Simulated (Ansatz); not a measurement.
Pulling on the Al1–H2 bond in AlFH2 (SMILES [F][AlH2]) (multiplicity 1 held, fragments rigid). Energies count from the point at 1.570 Å.
Geometry at that point (charge 0, multiplicity 1):
```xyz
4

Al    -0.2467    -0.4788     0.1584
H      0.4707    -1.3122     1.2788
H     -1.5894    -0.8593    -0.5605
F      0.4806     0.9329    -0.3086
```

Unrestricted levels (U-) break spin symmetry where that is lower. Active spaces are followed from a long bond inwards. Curves can end on different states.

Cores are frozen in the correlated methods.

Run with Ansatz (a first-principles code). Values without a source in brackets are computed.

**Question.** What is the computed energy at R = 5.024 Å (U-PBE/cc-pV(T+d)Z)?

**Answer.** 82.2 kcal/mol

**Question.** Give the energy at R = 5.024 Å at the level FIC-MRCISD+Q on CASSCF(2,2)/cc-pV(T+d)Z.

**Answer.** 88.1 kcal/mol

Doubts at one or more of the structures used: a spin-contaminated determinant (U-PBE/cc-pV(T+d)Z).
